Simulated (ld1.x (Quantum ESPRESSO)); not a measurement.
# Pseudopotential generation for La (Z = 57): PAW, PBE, scalar-relativistic.

* Element: La
* Generator: ld1.x (Quantum ESPRESSO) 7.5
* Type: PAW
* Functional: PBE
* Relativity: scalar-relativistic
* Frozen core: [Kr] 4d10 5s2
* Valence charge: 9
* Reference configuration: 4f0 5p6 5d0 6s0 6p0 (charge +3)
* Partial waves: 6s (bound, empty): rcut 3.70, rcutus 3.95 bohr; 6s channel at -0.05 Ry: rcut 3.70, rcutus 3.95 bohr; 5p (bound): rcut 2.35, rcutus 2.80 bohr; 6p (bound, empty): rcut 2.35, rcutus 2.80 bohr; 5d (bound, empty): rcut 3.05, rcutus 4.10 bohr; 5d channel at -1.05 Ry: rcut 3.05, rcutus 4.10 bohr; 4f (bound, empty): rcut 0.90, rcutus 1.05 bohr; 4f channel at -0.6 Ry: rcut 0.90, rcutus 1.05 bohr
* Local potential: all-electron potential smoothed inside 1.35 bohr (lloc = -1)
* Core correction: Bessel-smoothed model core inside 0.50 bohr
* Augmentation charge: BESSEL, radius 0.75 bohr

All-electron outer shells of the reference configuration (PBE, scalar-relativistic, ld1.x):

```json
{"shell": "4d", "level (eV)": "-127.14", "outermost node (bohr)": "0.32", "outermost maximum (bohr)": "0.68"}
{"shell": "5s", "level (eV)": "-61.67", "outermost node (bohr)": "0.77", "outermost maximum (bohr)": "1.41"}
{"shell": "5p", "level (eV)": "-44.74", "outermost node (bohr)": "0.83", "outermost maximum (bohr)": "1.58"}
{"shell": "4f", "level (eV)": "-27.31", "outermost node (bohr)": "–", "outermost maximum (bohr)": "0.74"}
{"shell": "5d", "level (eV)": "-23.35", "outermost node (bohr)": "0.94", "outermost maximum (bohr)": "2.05"}
{"shell": "6s", "level (eV)": "-20.32", "outermost node (bohr)": "1.80", "outermost maximum (bohr)": "3.22"}
{"shell": "6p", "level (eV)": "-15.86", "outermost node (bohr)": "2.07", "outermost maximum (bohr)": "3.74"}
```

Problem. Does the generator finish with these settings?

Solution. Yes, a potential is produced and its reference levels are reproduced.

Problem. Is the overlap operator S = 1 + Σ q|β⟩⟨β| positive definite (Bessel basis up to 400 Ry)?

Solution. No: its lowest eigenvalue is -3.082, in the d channel, so the generalised eigenproblem breaks down once the basis is large enough.

Test run stopped at test 1 of 7 (negative rho).

The ghost test of this file was not conclusive. Its overlap operator is not positive definite in a basis up to 400 Ry (lowest eigenvalue s -0.39, p -0.22, d -3.08), so the file is unfit for use: the generalised eigenproblem breaks down once the basis is large enough, and its test numbers describe a broken file.
